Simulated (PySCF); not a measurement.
Zr⁺ (zirconium, charge +1): PBE0 calculation

Configuration: [Kr] 4d1 5s2, 2D determinant (an excited configuration). All numbers are calculated (PySCF 2.14, the spin-free X2C one-electron Hamiltonian (Gaussian nucleus), in ANO-R3).

* Total energy: -3597.65 hartree
* One-electron energy: -4950.75 hartree
* Hartree (Coulomb) energy: 1467.47 hartree
* Exchange-correlation energy: -114.36 hartree
* ⟨S²⟩: 0.7628
* ⟨L²⟩: 6.223
* Sum of ⟨r⟩: 28.64 bohr
* Sum of ⟨r²⟩: 50.49 bohr²
* Traceless quadrupole moment −½Σ⟨3z² − r²⟩ along its main axis: 2.28 e·bohr²
* Langevin diamagnetic susceptibility: -40.0 ×10⁻⁶ cm³/mol
* Time after the integrals: 17 s of wall time on 1 thread of Neoverse-N1 (shared host)

```tsv
shell	electrons	mean orbital energy (hartree)	spread (hartree)	rms radius, mean of both spins (bohr)
1s β	1	-657.29971	0	0.0426
1s α	1	-657.29961	0	0.0426
2s α	1	-92.11384	0	0.176
2s β	1	-92.11039	0	0.176
2p α	3	-82.15102	0.00188	0.156
2p β	3	-82.14820	0.00509	0.156
3s α	1	-15.70982	0	0.490
3s β	1	-15.70774	0	0.490
3p α	3	-12.43462	0.00611	0.498
3p β	3	-12.43232	0.00981	0.498
3d α	5	-7.05484	0.00701	0.497
3d β	5	-7.05067	0.01295	0.497
4s α	1	-2.50963	0	1.29
4s β	1	-2.48654	0	1.29
4p α	3	-1.64297	0.00487	1.45
4p β	3	-1.61429	0.04135	1.45
4d α	1	-0.51111	0	2.18
5s α	1	-0.43302	0	3.55
5s β	1	-0.41949	0	3.55
```

Densities and radii are taken from the X2C orbitals without a picture-change correction, which distorts them close to the nucleus.
